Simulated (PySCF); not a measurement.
Molecule: `O=S(=O)(Cl)C(F)(F)F`, CClF3O2S.

Geometry (Å), atoms numbered from 1 in this order:
```xyz
8

O     1.3258   -0.1780    1.4673
S     0.9534   -0.1165    0.0769
O     1.4111   -1.0536   -0.9166
Cl    1.3015    1.8020   -0.6113
C    -0.9191   -0.0936   -0.0074
F    -1.3273   -1.2942    0.3403
F    -1.3831    0.8042    0.8286
F    -1.3031    0.1802   -1.2318
```

Geometry PBE0-D3(BJ)/def2-SVP throughout; GIAO in PySCF 2.14.0 with density-fitted response routines, gas phase, one conformer, non-relativistic; equivalent atoms averaged; basis pcSseg-1.

(1) How do the absolute shieldings σ depend on the functional? (ppm; last column core-seconds on 1 thread of an Arm Neoverse V1, shared host; the GGAs took longer than the global hybrids here, which isn't the general rule, and the cause wasn't traced)

(2) Which nucleus moves most, in ppm?

Answers

(1) 
| functional | kind | O1/O3 | S2 | Cl4 | C5 | F6/F7/F8 | core-s |
| --- | --- | --- | --- | --- | --- | --- | --- |
| BLYP | GGA | -2.3 | 127.7 | 245.1 | 43.0 | 244.6 | 19 |
| KT2 | GGA | 5.1 | 186.3 | 305.4 | 57.4 | 246.5 | 19 |
| B97-D | GGA | 10.3 | 151.5 | 270.3 | 51.8 | 251.1 | 19 |
| B3LYP | global hybrid | 12.0 | 129.6 | 268.6 | 50.9 | 258.3 | 12 |
| CAM-B3LYP | range-separated hybrid | 24.1 | 132.8 | 278.4 | 54.2 | 264.6 | 17 |
| wB97X-D | range-separated hybrid | 25.2 | 148.0 | 293.2 | 58.8 | 265.9 | 16 |

(2) Cl4 (chlorine bonded to S): from 245.1 ppm with BLYP to 305.4 ppm with KT2. The smallest spread is 15.8 ppm, at C5.
